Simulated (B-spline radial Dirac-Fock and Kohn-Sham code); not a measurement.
Photoionisation of carbon ions at Al Kα (taken as 1486.9 eV)

Method: Dirac-Hartree-Slater photoionisation with all multipoles and Dirac-Fock thresholds. Computed with a B-spline atomic structure program. Cross sections in kb; a dash marks an empty subshell or a threshold above the photon energy.

```tsv
ion	configuration	total	1s	2s	2p1/2	2p3/2
C	[He] 2s2 2p2	14.60	13.9	0.661	0.00797	0.0158
C⁺	[He] 2s2 2p1	14.78	14.0	0.764	0.00512	0.0102
C²⁺	[He] 2s2	14.97	14.1	0.868	–	–
```
